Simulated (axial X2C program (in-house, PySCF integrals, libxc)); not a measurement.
# Spin–orbit effects along a row: molecules with Cl (ions), PBE0

Calculated with an in-house all-electron X2C program for linear molecules (integrals from PySCF), spin-free (one-electron X2C) or two-component (2c: spin–orbit coupling with atomic mean-field Coulomb and Gaunt terms, which also bring small scalar terms), in Dyall basis sets with cores contracted in-house; open shells are unrestricted.

Basis sets: Br dyall-acv3z, Ca dyall-acv3z, Cl dyall-av3z, Ge dyall-acv3z, Mn dyall-acv3z, Ti dyall-acv3z.

| molecule | spin-free state | Re (Å) | ωe (cm⁻¹) | De (eV) | 2c state | Re 2c (Å) | ωe 2c (cm⁻¹) | De 2c (eV) |
| --- | --- | --- | --- | --- | --- | --- | --- | --- |
| CaCl⁻ | M_S = 0, Λ = 0 | 2.533 | 294.2 | 1.93 | Ω = 0 | 2.533 | 294.2 | 1.93 |
| TiCl⁻ | ? | ? | ? | ? | ? | ? | ? | ? |
| MnCl⁻ | M_S = 5/2, Λ = 0 | 2.359 | 265.4 | 3.02 | Ω = 5/2 | 2.359 | 265.2 | 3.02 |
| GeCl⁻ | M_S = 1, Λ = 0 | 2.351 | 278.0 | 1.92 | Ω = 1 | 2.352 | 277.7 | n/a |
| BrCl⁻ | M_S = 1/2, Λ = 0 | 2.742 | 188.8 | 1.45 | Ω = 1/2 | 2.747 | 186.5 | 1.36 |

Estimate the 2c Re and ωe of TiCl⁻ as the mean of its neighbours in the table.

Re ≈ 2.446 Å, ωe ≈ 279.7 cm⁻¹. The PBE0 runs give the row below, so the estimate misses by 0.101 Å and -48.8 cm⁻¹.

| molecule | spin-free state | Re (Å) | ωe (cm⁻¹) | De (eV) | 2c state | Re 2c (Å) | ωe 2c (cm⁻¹) | De 2c (eV) |
| --- | --- | --- | --- | --- | --- | --- | --- | --- |
| TiCl⁻ | M_S = 1, Λ = 3 | 2.345 | 328.5 | 2.03 | Ω = 2 | 2.345 | 328.5 | n/a |

Fragments in 2c: Ca + Cl-, Ti + Cl-, Mn + Cl-, Ge + Cl-, Br + Cl-. Each entry is the lowest single determinant of a limited PBE0 search at one distance. De goes to single-determinant-based atoms at the same level (for ions the charge split of lowest energy) and is withheld (n/a) where an atom does not fit its ground term or J level. Main or longest-lived isotopes. One determinant is a doubtful description, or other states lie close, for TiCl⁻, MnCl⁻, GeCl⁻; these need not be ground states, and all values refer to the states named. Some open-shell Ω = 0 determinants are out of reach, so the Ω given for GeCl⁻ need not be the lowest component. With several unpaired electrons the Ω given is that of one determinant, not necessarily of the lowest component. The functionals have no current term, which raises determinants with orbital currents.
